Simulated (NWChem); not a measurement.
Molecule: C2H8Si2; SMILES [SiH2]([SiH3])C=C

Program: NWChem. Pople sets run with spherical d functions. Each level has its own optimisation; frequencies are unscaled. Brackets give each atom's bonded neighbours. One conformer.

```json
[
 {"level": "B3LYP/3-21G", "r C–C (Å)": "1.336", "r C–H [C(CHH)–H(C)] (Å)": "1.087", "r C–Si (Å)": "1.902", "r C–H [C(CHSi)–H(C)] (Å)": "1.090", "highest harmonic frequency (cm⁻¹)": "3210", "lowest (cm⁻¹)": "65", "zero-point energy (kcal/mol)": "52.6", "dipole (D)": "0.78"},
 {"level": "Hartree-Fock/6-31G*", "r C–C (Å)": "1.325", "r C–H [C(CHH)–H(C)] (Å)": "1.077", "r C–Si (Å)": "1.879", "r C–H [C(CHSi)–H(C)] (Å)": "1.081", "highest harmonic frequency (cm⁻¹)": "3390", "lowest (cm⁻¹)": "73", "zero-point energy (kcal/mol)": "56.8", "dipole (D)": "0.89"},
 {"level": "PBE0/def2-SVP", "r C–C (Å)": "1.338", "r C–H [C(CHH)–H(C)] (Å)": "1.096", "r C–Si (Å)": "1.873", "r C–H [C(CHSi)–H(C)] (Å)": "1.099", "highest harmonic frequency (cm⁻¹)": "3237", "lowest (cm⁻¹)": "65", "zero-point energy (kcal/mol)": "52.7", "dipole (D)": "0.82"}
]
```
